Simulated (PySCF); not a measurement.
**Static response to an electric field**

Compound: C7H4F4.
Structure used (PBE0-D3(BJ)/def2-SVP), in Å, numbered top down from 1:
```xyz
15
C7H4F4 angstrom
F     -1.7106    2.5878   -0.0089
C     -1.2108    1.3564   -0.0043
C     -2.0771    0.2708    0.0248
C     -1.5419   -1.0162    0.0251
C     -0.1635   -1.2088   -0.0028
C      0.6849   -0.0998   -0.0280
C      2.1746   -0.3131   -0.0134
F      2.5928   -0.7117    1.1924
F      2.8431    0.8009   -0.3178
F      2.5409   -1.2566   -0.8852
C      0.1685    1.1933   -0.0308
H     -3.1540    0.4472    0.0445
H     -2.2121   -1.8782    0.0450
H      0.2553   -2.2166   -0.0086
H      0.8189    2.0679   -0.0574
```

Level: wB97X-D/def2-SVPD (PySCF), static field, nuclei fixed, core orbitals frozen in the response. The polarisability tensor in these axes (au):

```
x   99.40 -2.37 -0.62
y   -2.37 90.40 -0.34
z   -0.62 -0.34 53.48
```

Question: Give the principal values, the mean and the anisotropy Δα = √{½[(α1 − α2)² + (α2 − α3)² + (α1 − α3)²]}.

Answer: Principal values 53.47, 89.82 and 99.99 au; mean 81.09 au = 12.02 Å³ = 13.37 × 10⁻⁴⁰ C²·m²/J; Δα = 42.36 au (52 % of the mean).

Question: What is the dipole moment, and where does it point?

Answer: (-2.16, -0.97, -0.02) D, 2.36 D in size, pointing from the negative to the positive side. Measured along this direction, the outermost atoms are F9 at the negative end and H13 and H12 at the positive end.

Question: Refractivity n − 1 of an ideal gas of it at 350 K and 1 atm, from the electronic α?

Answer: N = p/kT = 2.0968 × 10¹⁹ cm⁻³, so n − 1 = 2π × N × 12.02 × 10⁻²⁴ cm³ = 1583 × 10⁻⁶ at long wavelengths.

Question: Find the Langevin capture rate constant for H3O+ (19.018 u) meeting this molecule (164.025 u), k = 2.342 × 10⁻⁹ cm³/s × √(α in Å³ / reduced mass in u).

Answer: The reduced mass is 17.04 u, so k = 1.97 × 10⁻⁹ cm³/s. The formula leaves out the permanent dipole, which adds to the capture rate.

Question: Traceless (Buckingham) quadrupole moment about the centre of nuclear charge: eigenvalues?

Answer: -6.27, -3.63, 9.90 D·Å. The values depend on the origin, since the dipole doesn't vanish. The electronic extent ⟨r²⟩ about the same centre is 1729 bohr², a root-mean-square distance of 2.43 Å for the 82 electrons.

Question: Give the principal axes and the span of the nuclei along them.

Answer: Largest value along (0.97, -0.24, -0.01), where the nuclei span 5.95 Å; middle along (0.24, 0.97, -0.01), 4.56 Å; least along (0.01, 0.01, 1.00), 2.08 Å. The response follows the extents in order.

Question: Orientational against electronic polarisability at 400 K (dilute gas, rigid molecules)?

Answer: In Gaussian units μ²/3kT = 33.73 Å³ against 12.02 Å³, a ratio of 2.81; the Debye molar polarisation (4π/3)N_A(α + μ²/3kT) is 115.4 cm³/mol, leaving out the vibrational part.

Isolated species at its PBE0-D3(BJ)/def2-SVP geometry, gas phase.
